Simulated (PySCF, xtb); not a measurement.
C4H6ClF, SMILES C(/CCCl)=C\F. One conformer was computed; it need not be the lowest.

Harmonic wavenumbers (cm⁻¹) from GFN2-xTB (xtb) at its own minimum, in rising order: 83, 112, 198, 251, 294, 396, 581, 660, 718, 885, 926, 970, 997, 1091, 1122, 1132, 1188, 1244, 1259, 1273, 1341, 1437, 1447, 1737, 2935, 2962, 2986, 2992, 3078, 3105.

**Question.** What does r2SCAN-D4/def2-SVP in PySCF 2.14.0 give at its own minimum? (The exact figures need the calculation; the answer reports its results.)

**Answer.** 115, 133, 199, 261, 314, 427, 597, 656, 808, 902, 905, 945, 987, 1091, 1163, 1184, 1231, 1274, 1313, 1345, 1383, 1428, 1457, 1753, 3008, 3054, 3083, 3157, 3170, 3205. Paired by order, the mean absolute difference is 43 cm⁻¹ and the zero-point energies are 56.3 and 58.0 kcal/mol.
